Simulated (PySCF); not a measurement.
## A survey of ²⁹Si NMR shifts

Level of theory: GFN2-xTB structure, NMR shieldings at PBE0/pcSseg-1/GIAO, in PySCF (no solvent, fast rotation and ring inversion assumed for equivalent nuclei, no relativistic terms, a single conformation).

Shieldings were converted by a linear fit to measured shifts: ²⁹Si: δ = 279.94 − 0.822σ (rms 8.9 ppm, 72 shifts, 25.8 ppm with the 6 outliers that the fit left out vs TMS, solution or neat liquid). Occasional misses reach two or three times the rms, and more in compound classes unlike the fitted ones.

(1) Give the ²⁹Si shifts of `C#C[C@@]1(F)[SiH2]CC=C1[SiH2]C`, `CSC(F)(F)[SiH2][SiH2][SiH3]`, `FC(F)CS[SiH2][SiH2][SiH3]`, `C=C[Si@](Cl)(C#CC)N=C`, `C=C/C([SiH2]F)=C(/[SiH3])C#N`, `CC#C[SiH2]C#C[C@@H](F)[SiH2]C`, `CO[SiH2]C(F)=C(F)F`.

(2) Match the shifts -19.1, -30.2, -50.6, -60.2, -119.2 ppm to `F[C@@H](Cl)[C@@H](Cl)[C@@H]1C[SiH2]1`, `C#C[SiH2][C@H](CCl)CC#N`, `C/C=C1/[SiH2][C@@H](C(C)=S)[C@@H]1F`, `C=CS[SiH2]SCC#N`, `N#CC[C@@H]1C=C1[SiH2]CCl`.

## Answers

(1) 
```
                                                               compound                                            environment  δ (ppm)
[CH:1]#[C:2][C@@:3]1([F:4])[SiH2:5][CH2:6][CH:7]=[C:8]1[SiH2:9][CH3:10]  Si5: silicon bonded to 2 C, 2 H, in a 5-membered ring    -15.0
[CH:1]#[C:2][C@@:3]1([F:4])[SiH2:5][CH2:6][CH:7]=[C:8]1[SiH2:9][CH3:10]                        Si9: silicon bonded to 2 C, 2 H    -46.3
                [CH3:1][S:2][C:3]([F:4])([F:5])[SiH2:6][SiH2:7][SiH3:8]                      Si6: silicon bonded to C, Si, 2 H    -56.9
                [CH3:1][S:2][C:3]([F:4])([F:5])[SiH2:6][SiH2:7][SiH3:8]                         Si8: silicon bonded to Si, 3 H    -98.2
                [CH3:1][S:2][C:3]([F:4])([F:5])[SiH2:6][SiH2:7][SiH3:8]                       Si7: silicon bonded to 2 Si, 2 H   -116.4
                 [F:1][CH:2]([F:3])[CH2:4][S:5][SiH2:6][SiH2:7][SiH3:8]                      Si6: silicon bonded to S, Si, 2 H    -43.5
                 [F:1][CH:2]([F:3])[CH2:4][S:5][SiH2:6][SiH2:7][SiH3:8]                         Si8: silicon bonded to Si, 3 H   -101.2
                 [F:1][CH:2]([F:3])[CH2:4][S:5][SiH2:6][SiH2:7][SiH3:8]                       Si7: silicon bonded to 2 Si, 2 H   -113.9
                                                  C=C[Si@](Cl)(C#CC)N=C                           silicon bonded to 2 C, Cl, N    -37.2
        [CH2:1]=[CH:2]/[C:3]([SiH2:4][F:5])=[C:6](/[SiH3:7])[C:8]#[N:9]                       Si4: silicon bonded to C, F, 2 H     -8.7
        [CH2:1]=[CH:2]/[C:3]([SiH2:4][F:5])=[C:6](/[SiH3:7])[C:8]#[N:9]                          Si7: silicon bonded to C, 3 H    -61.7
   [CH3:1][C:2]#[C:3][SiH2:4][C:5]#[C:6][C@@H:7]([F:8])[SiH2:9][CH3:10]                        Si9: silicon bonded to 2 C, 2 H    -39.1
   [CH3:1][C:2]#[C:3][SiH2:4][C:5]#[C:6][C@@H:7]([F:8])[SiH2:9][CH3:10]                        Si4: silicon bonded to 2 C, 2 H    -84.5
                                                     CO[SiH2]C(F)=C(F)F                            silicon bonded to C, O, 2 H    -35.9
```

(2) -19.1: C=CS[SiH2]SCC#N (silicon bonded to 2 S, 2 H); -30.2: C/C=C1/[SiH2][C@@H](C(C)=S)[C@@H]1F (silicon bonded to 2 C, 2 H, in a 4-membered ring); -50.6: N#CC[C@@H]1C=C1[SiH2]CCl (silicon bonded to 2 C, 2 H); -60.2: C#C[SiH2][C@H](CCl)CC#N (silicon bonded to 2 C, 2 H); -119.2: F[C@@H](Cl)[C@@H](Cl)[C@@H]1C[SiH2]1 (silicon bonded to 2 C, 2 H, in a 3-membered ring).
